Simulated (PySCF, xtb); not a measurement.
C3H4BCl, SMILES C#CB(C)Cl.

GFN2-xTB (xtb 6.7.1) at its own geometry gives an orbital gap of 3.68 eV and a dipole moment of 1.65 D.

Geometry optimised at PBE0-D3(BJ)/def2-SVP. This is a generated structure with no PubChem entry under its InChIKey; it may be hypothetical.

Problem. What does PBE/def2-TZVP (PySCF) give? (The exact figures need the calculation; the answer reports its results.)

Solution. gap 4.22 eV (levels -7.04 and -2.82 eV), dipole 1.49 D.
